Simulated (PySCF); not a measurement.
**`C=C[C@@H](C)[C@H]1CCN1`, C₇H₁₃N**

Cartesian coordinates in Å; atom numbers follow the order of the lines, from 1:
```xyz
21

C    -2.3163    1.3988   -0.0120
C    -1.6792    0.3553   -0.5094
C    -0.6042   -0.4068    0.2019
C    -1.0367   -1.8638    0.3845
C     0.7043   -0.3325   -0.6016
C     1.2930    1.0828   -0.7298
C     2.3645    0.6313    0.2697
N     1.9189   -0.7543    0.1052
H    -2.0984    1.7808    0.9728
H    -3.0858    1.9149   -0.5611
H    -1.9187   -0.0112   -1.4992
H    -0.4323    0.0449    1.1860
H    -1.9460   -1.9148    0.9795
H    -1.2302   -2.3234   -0.5824
H    -0.2608   -2.4389    0.8850
H     0.5830   -0.8774   -1.5444
H     1.6828    1.3058   -1.7188
H     0.6420    1.8900   -0.4030
H     2.2282    1.0496    1.2731
H     3.4046    0.7701   -0.0335
H     1.7784   -1.2842    0.9579
```

Theory: TDDFT PBE0/def2-SVPD circular dichroism and optical rotation, one conformer, gas phase in PySCF. Geometry: GFN2-xTB.

The molecule is flexible and this is one conformer; a measurement averages over conformers. States above about 6.3 eV lie in this functional's continuum (it starts at minus the energy of the highest occupied orbital, well below the true ionisation energy for most functionals) and depend on the basis.

Stereocentres: C3 R, C5 R.

(1) What is the specific rotation at 633, 589.3, 546, 436, 405, 365, 355 nm?

(2) And for the mirror image at 589.3 nm?

(3) What is the molar rotation [Φ] = [α]·M/100 of the geometry above at 589.3 nm?

Results:

(1) [α] in deg dm⁻¹ (g/mL)⁻¹:
| λ (nm) | origin-invariant length gauge | modified velocity gauge | length gauge (centre of mass) | isotropic polarisability (au) |
| --- | --- | --- | --- | --- |
| 633 | +30.6 | +43.5 | +31.2 | 91.9 |
| 589.3 | +36.4 | +51.3 | +37.0 | 92.2 |
| 546 | +43.9 | +61.3 | +44.6 | 92.7 |
| 436 | +78.9 | +106.5 | +80.4 | 94.5 |
| 405 | +97.0 | +129.0 | +98.9 | 95.3 |
| 365 | +131.8 | +170.7 | +134.5 | 96.8 |
| 355 | +143.5 | +184.3 | +146.5 | 97.2 |

(2) -36.4 deg dm⁻¹ (g/mL)⁻¹ (origin-invariant length gauge): the same size and the opposite sign.

(3) With M = 111.19 g/mol, +40.4 deg cm² dmol⁻¹ (origin-invariant length gauge).

The first excitation lies at 5.58 eV (222 nm) with R = +1.4 × 10⁻⁴⁰ esu² cm² (velocity form).
